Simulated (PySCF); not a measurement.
SnF3, SMILES [F][Sn]([F])[F], multiplicity 2.

Geometry: B3LYP-D3(BJ)/def2-SVP. The multiplicity is an assumed one; other spin states were not compared. The isomer is the one that the SMILES or the coordinates give; other isomers of the formula were not compared. The def2 effective core potentials stand for the cores of Sn; spin–orbit coupling is left out.

Level of theory: B3LYP-D3(BJ)/def2-SVP run with PySCF.

Frequencies are harmonic and unscaled.

Modes within 1.5 cm⁻¹ of each other (mostly degenerate sets) share a row, with their intensities summed.

```csv
mode,ν (cm⁻¹),IR (km/mol),moving atoms (share of kinetic energy)
1–2,146,21.6,"F 91 %, Sn 9 %"
3,174,30.6,"F 75 %, Sn 25 %"
4,592,16.9,F 92 %
5–6,617,117.9,"F 83 %, Sn 17 %"
```
